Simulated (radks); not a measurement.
Results of a calculation; reference values are marked as such.
All-electron atom: the nickel ion Ni+ in [Ar] 3d8 4s1 (not the ground configuration).

Code: a radial shooting solver on a logarithmic mesh with Libxc functionals. Model: scalar-relativistic Kohn-Sham, LDA (Slater exchange, Perdew-Wang correlation), spin-polarised, spherical densities, finite nucleus; open shells are filled with parallel spins first; Fermi nuclear charge, rms radius 3.7757 fm.

Energy parts (eV):
| part | energy |
|---|---|
| total | -41300.191 |
| kinetic | 41855.945 |
| electron-nucleus | -98958.165 |
| Hartree | 17449.835 |
| exchange-correlation | -1647.807 |

Orbitals (lengths in bohr, moments of r in powers of bohr; <r^-3> diverges for s and p1/2):
1s up: occ. 1; eigenvalue (eV) -8204.098; <r^2> 0.003947
1s down: occ. 1; eigenvalue (eV) -8204.031; <r^2> 0.003947
2s up: occ. 1; eigenvalue (eV) -989.2286; <r^2> 0.07114
2s down: occ. 1; eigenvalue (eV) -988.0428; <r^2> 0.07105
2p up: occ. 3; eigenvalue (eV) -853.4476; <r^-3> 622.8; <r^2> 0.05708
2p down: occ. 3; eigenvalue (eV) -852.5255; <r^-3> 623.7; <r^2> 0.05698
3s up: occ. 1; eigenvalue (eV) -120.5912; <r^2> 0.6355
3s down: occ. 1; eigenvalue (eV) -118.3611; <r^2> 0.6374
3p up: occ. 3; eigenvalue (eV) -81.3462; <r^-3> 79.98; <r^2> 0.7175
3p down: occ. 3; eigenvalue (eV) -79.1522; <r^-3> 79.49; <r^2> 0.7207
3d up: occ. 5; eigenvalue (eV) -19.1249; <r^-3> 7.102; <r^2> 1.291
3d down: occ. 3; eigenvalue (eV) -16.9942; <r^-3> 6.998; <r^2> 1.332
4s up: occ. 1; eigenvalue (eV) -14.0745; <r^2> 7.099
4s down: occ. 0; eigenvalue (eV) -12.5939; <r^2> 7.540

The highest occupied level is 4s up at -14.074 eV. Spin moment in Bohr magnetons: 3. The density falls to 0.001 e/bohr^3 at r = 3.72 bohr. The electron density at the nucleus is 1.967e+04 e/bohr^3 (large components only). Summed over all electrons, <r^2> = 23.63 bohr^2, which gives a Langevin (diamagnetic) susceptibility term of -18.7 x 10^-6 cm^3/mol. The spin density at the nucleus is 9.340 e/bohr^3 (1s 0.012, 2s -1.163, 3s 0.600, 4s 9.891).
